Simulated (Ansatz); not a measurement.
A nudged elastic band was laid between two geometries of H2Se2 (4 atoms, charge 0, multiplicity 1).

Computed with RKS PBE-D4/def2-SVP in Ansatz.

```json
{"movable images": "6", "climbing image": "no", "spring": "5.0 eV/Å²", "optimiser": "quadratic models (default)", "start path": "through a guess of the saddle point", "force threshold": "0.03 eV/Å", "iteration limit": "60", "end points": "relaxed"}
```

Image 0:

```xyz
4
Properties=species:S:1:pos:R:3
Se 0.515 -1.144 0.352
Se 0.488 1.180 -0.013
H -0.820 -1.238 1.013
H -0.128 1.142 -1.372
```

Image 7:

```xyz
4
Properties=species:S:1:pos:R:3
Se 1.540 -1.297 0.077
Se 0.153 0.469 0.327
H -1.245 -0.071 0.629
H -0.393 0.838 -1.054
```

Task: Which bonds break or form, and what moves?

Result: Bonds broken: Se1–H3. Bonds formed: Se2–H3.

Task: Give the energies along the band, and the barrier.

Result: It converged. The highest image is number 5 of 0 to 7, 1.73 eV above the first end and 0.57 eV above the last; the last end lies 1.16 eV above the first. No image climbed, so the highest image needn't sit at the top of the path. The orbitals stay closed-shell, which can raise the energy where a bond breaks towards radicals; this wasn't checked here.

```tsv
image	path coordinate (Å)	energy (eV)	Se1–H3 (Å)	Se2–H3 (Å)
0	0.00	0.00	1.49	2.93
1	0.34	0.08	1.48	2.74
2	0.68	0.43	1.48	2.36
3	1.02	1.03	1.60	1.94
4	1.36	1.66	1.95	1.62
5	1.70	1.73	2.35	1.49
6	2.04	1.35	2.73	1.48
7	2.38	1.16	3.09	1.53
```

Task: What is the geometry of the highest image?

Result: 
```xyz
4
Properties=species:S:1:pos:R:3
Se 1.117 -1.479 0.231
Se 0.193 0.709 0.276
H -0.875 -0.282 0.586
H -0.380 0.992 -1.114
```

The run took 60 s on 1 CPU thread of a shared host.
